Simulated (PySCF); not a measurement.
This PySCF input asks for the NMR shieldings of SMILES CS[Si]1(B(C)C)CC1, C5H13BSSi; the geometry comes from GFN2-xTB.

```python
import basis_set_exchange as bse
import numpy as np
from pyscf import gto, dft
from pyscf.prop import nmr

atoms = """
C    -3.203504   -0.832539    0.620366
S    -1.540543   -1.495358    0.929504
Si   -0.229063   -0.035569   -0.022737
B     1.653102   -0.325169    0.239508
C     2.697326    0.567930   -0.527847
C     2.148588   -1.452755    1.214633
C    -0.980865    0.812955   -1.559108
C    -1.023464    1.676242   -0.307775
H    -3.369346   -0.743232   -0.447883
H    -3.306750    0.130630    1.108714
H    -3.904657   -1.541919    1.047232
H     2.322827    1.549661   -0.810526
H     3.633481    0.703051    0.011337
H     2.958947    0.061998   -1.459772
H     2.155683   -1.047214    2.229159
H     1.481748   -2.312993    1.250422
H     3.159193   -1.806207    1.018244
H    -0.325823    1.153417   -2.347447
H    -1.937445    0.499267   -1.951777
H    -0.392254    2.552800   -0.314836
H    -2.006103    1.901947    0.080117
"""
names = dict.fromkeys(["C", "S", "Si", "B", "H"], "pcSseg-1")
basis = {el: gto.basis.parse(bse.get_basis(n, elements=[el], fmt="nwchem")) for el, n in names.items()}
mol = gto.M(atom=atoms, basis=basis, charge=0, verbose=0)
mf = dft.RKS(mol, xc="PBE0")
mf.grids.level = 2
mf.grids.alignment = dft.numint.BLKSIZE   # the property module wants whole blocks of grid points
mf.conv_tol = 1e-9
mf.kernel()

calc = nmr.RKS(mf)   # GIAO
C = mf.mo_coeff
Co = C[:, mf.mo_occ > 0]
resp = mf.gen_response(singlet=True, hermi=2)
def vind(x):   # induced exchange potential for any number of trial vectors
    d = np.einsum("pi,xij,qj->xpq", C, 2 * x.reshape(-1, C.shape[1], Co.shape[1]), Co, optimize=True)
    return np.einsum("xpq,pi,qj->xij", resp(d - d.transpose(0, 2, 1)), C, Co, optimize=True).ravel()
mo1, _ = nmr.rhf.solve_mo1(calc, with_cphf=vind)
sigma = calc.kernel(mo1)
for i, s in enumerate(sigma):   # ppm
    print("%2d %-2s %9.2f" % (i, mol.atom_pure_symbol(i), np.trace(s) / 3))
```

Q: Give the expected output.

A: 
```
 0 C     175.13
 1 S     752.50
 2 Si    458.02
 3 B      -8.58
 4 C     168.11
 5 C     163.32
 6 C     182.55
 7 C     181.41
 8 H      29.96
 9 H      29.84
10 H      29.92
11 H      30.45
12 H      30.35
13 H      30.95
14 H      30.77
15 H      29.58
16 H      30.20
17 H      30.76
18 H      30.44
19 H      30.81
20 H      30.32
```

These numbers come from an equivalent density-fitted implementation of the same equations, which agrees with the script to about 0.01 ppm for H and up to a few tenths of a ppm for heavy atoms, so last digits may differ.

Size and cost of the density-fitted run: 215 basis functions, 90 s wall time on 1 thread of an Arm Neoverse N1, shared host; peak memory 0.96 GiB.
